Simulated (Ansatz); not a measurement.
Q: Name a neutral molecule of C, Cl, F, Ge, N and H with LUMO energy (ωB97M-V/def2-TZVPP) between 1.80 and 2.10 eV and HOMO–LUMO gap (ωB97M-V/def2-TZVPP) between 11.60 and 11.90 eV (Ansatz, PBE0-D4/def2-TZVP geometry).

A: `C[NH][GeH]([F])[Cl]` (1.96 eV, 11.82 eV). Other molecules can fit too; these were computed, each in one conformer that needn't be the lowest.
